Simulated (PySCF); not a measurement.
## Potential energy of ICl along the bond

Set-up: PySCF, scalar-relativistic core potentials, basis sets I def2-SVP with ECP28, Cl def2-SVP. Energies in eV from I + Cl in their ground configurations at the same level. State: ¹Σ⁺ (singlet), closed shell.

All columns are PBE0. A positive dipole means I(−)Cl(+).

| R (Å) | E (eV) | μ (D) | Mulliken charge on I (basis-dependent) | HOMO (eV) | LUMO (eV) | Mayer bond order | ⟨S²⟩ |
| --- | --- | --- | --- | --- | --- | --- | --- |
| 2.030 | -0.861 | -0.64 | 0.17 | -7.16 | -1.39 | 1.07 | 0.00 |
| 2.124 | -1.615 | -0.90 | 0.18 | -7.36 | -2.11 | 1.05 | 0.00 |
| 2.218 | -2.017 | -1.12 | 0.19 | -7.55 | -2.77 | 1.03 | 0.00 |
| 2.289 | -2.156 | -1.27 | 0.19 | -7.67 | -3.23 | 1.02 | 0.00 |
| 2.360 | -2.193 | -1.40 | 0.19 | -7.78 | -3.65 | 1.01 | 0.00 |
| 2.431 | -2.156 | -1.51 | 0.18 | -7.88 | -4.04 | 1.01 | 0.00 |
| 2.525 | -2.025 | -1.64 | 0.17 | -8.00 | -4.50 | 1.01 | 0.00 |
| 2.643 | -1.779 | -1.77 | 0.16 | -8.13 | -5.00 | 1.00 | 0.00 |
| 2.785 | -1.420 | -1.88 | 0.15 | -8.25 | -5.50 | 1.00 | 0.00 |
| 2.974 | -0.914 | -1.99 | 0.13 | -8.38 | -6.02 | 1.00 | 0.00 |

A fit through these points gives, at Re = 2.357 Å, μ = -1.39 D and dμ/dR = -1.71 D/Å; the reduced mass is 27.41 u.

Task: How strong is the fundamental in the double-harmonic approximation, I = 42.26·(dμ/dR)²/μred km/mol?

Result: I = 42.26·(-1.71)²/27.41 = 4.51 km/mol at PBE0.

Spin–orbit coupling is left out, which matters for elements this heavy, above all for dissociation energies.
